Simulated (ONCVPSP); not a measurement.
Varying the ONCV potential for Xe (Z = 54)

Base potential:

Xe (Z = 54), optimised norm-conserving Vanderbilt (ONCV), made with ONCVPSP 4.0.1 (PBE, scalar-relativistic). Core [Kr], reference 4d10 5s2 5p6. Waves: 5s: rc 1.45 bohr, ncon 4, nbas 7, qcut 4.4 1/bohr, 1 projector; 5p: rc 1.75 bohr, ncon 5, nbas 8, qcut 3.9 1/bohr, 2 projectors, debl 0.4 Ha; 4d: rc 1.30 bohr, ncon 4, nbas 8, qcut 10.4 1/bohr, 1 projector. Local part: polynomial inside 1.25 bohr (lpopt 5, dvloc0 0 Ha). Core correction: Teter function, fcfact 2.5, rcfact 1.55.

All-electron outer shells of the reference configuration (PBE, scalar-relativistic, ld1.x):

```csv
shell,level (eV),outermost node (bohr),outermost maximum (bohr)
4s,-197.46,0.36,0.66
4p,-141.27,0.36,0.69
4d,-59.38,0.34,0.75
5s,-19.74,0.85,1.63
5p,-8.23,0.92,1.91
```

Cutoffs, loose and tight: the cutoffs (Ha) at which the residual kinetic energy of the hardest occupied pseudo-wave falls to 1 and 0.1 mHa per electron. They do not see the model core or the augmentation charge, which bear on the density cutoff. Test errors are all-electron minus pseudo excitation energies from the reference, over the configurations 4d10 5s2 5p5; 4d10 5s2 5p4; 4d10 5s2 5p3; 4d10 5s2 5p2. A dash means not determined; rows that change the core or the reference have their own tests.

2 further variants are left out, since the program set their typed debl aside.

A true bound ghost makes a file unfit for plane-wave use even where its test errors are small: the radial tests pick states by their node count and pass the ghost by.

```json
{"change": "base", "outcome": "generated", "cutoff, loose": "49 Ha", "cutoff, tight": "62 Ha", "bound ghosts": "s, p", "GHOST(+) flags above zero": "p", "largest test error (meV)": "-9.6"}
{"change": "p: debl 0.35", "outcome": "generated", "cutoff, loose": "49 Ha", "cutoff, tight": "62 Ha", "bound ghosts": "s, p", "GHOST(+) flags above zero": "p", "largest test error (meV)": "-9.6"}
{"change": "p: debl 0.65", "outcome": "generated", "cutoff, loose": "49 Ha", "cutoff, tight": "62 Ha", "bound ghosts": "s, p", "GHOST(+) flags above zero": "none", "largest test error (meV)": "-9.6"}
{"change": "p: debl 1", "outcome": "generated", "cutoff, loose": "49 Ha", "cutoff, tight": "62 Ha", "bound ghosts": "s", "GHOST(+) flags above zero": "p", "largest test error (meV)": "-7.4"}
{"change": "p: debl 1.35", "outcome": "generated", "cutoff, loose": "49 Ha", "cutoff, tight": "62 Ha", "bound ghosts": "s", "GHOST(+) flags above zero": "p", "largest test error (meV)": "-6.6"}
{"change": "p: debl 2.15", "outcome": "generated", "cutoff, loose": "49 Ha", "cutoff, tight": "62 Ha", "bound ghosts": "s", "GHOST(+) flags above zero": "p", "largest test error (meV)": "+9.9"}
{"change": "p: debl 4.8", "outcome": "generated", "cutoff, loose": "49 Ha", "cutoff, tight": "62 Ha", "bound ghosts": "s", "GHOST(+) flags above zero": "p", "largest test error (meV)": "+21"}
```

Task: What comes out with this change to the base: p: debl 3.05?

Result: outcome: generated; cutoff, loose: 49 Ha; cutoff, tight: 62 Ha; bound ghosts: s; GHOST(+) flags above zero: p; largest test error (meV): +14.

Reading the sweep of the debl of the p channel (base included, trends over the rows without a ghost): Bound ghosts are found at 0.35, 0.4, 0.65, 1, 1.35, 2.15, 3.05, 4.8 Ha. Every judged row has one, so this setting neither creates nor removes them.
